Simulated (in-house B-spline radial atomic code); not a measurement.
## Ge⁺: [Ar] 3d10 4s2 4p1

Computed with a B-spline radial code for spherical atoms: non-relativistic PBE, spin-polarised, spherical fractional occupations, point nucleus.

Effective charges: Z_r = [3n² - l(l+1)]/(2<r>) from the radius, Z_e = n√(-2ε) from the energy, and Slater's rules. Values are occupation-weighted means over spin.

| shell | electrons | ε (eV) | <r> (bohr) | Z_r | Z_e | Slater |
| --- | --- | --- | --- | --- | --- | --- |
| 1s | 2 | -10812 | 0.04786 | 31.34 | 28.19 | 31.70 |
| 2s | 2 | -1346 | 0.2139 | 28.06 | 19.89 | 27.85 |
| 2p | 6 | -1199.3 | 0.1853 | 26.99 | 18.78 | 27.85 |
| 3s | 2 | -171.91 | 0.635 | 21.26 | 10.66 | 20.75 |
| 3p | 6 | -123.33 | 0.6517 | 19.18 | 9.03 | 20.75 |
| 3d | 10 | -39.092 | 0.7311 | 14.36 | 5.09 | 10.85 |
| 4s | 2 | -19.413 | 2.061 | 11.65 | 4.78 | 6.00 |
| 4p | 1 | -11.693 | 2.549 | 9.02 | 3.71 | 6.00 |

The least bound orbital is 4p up at -11.69 eV, and it is also the most diffuse (<r> = 2.549 bohr).
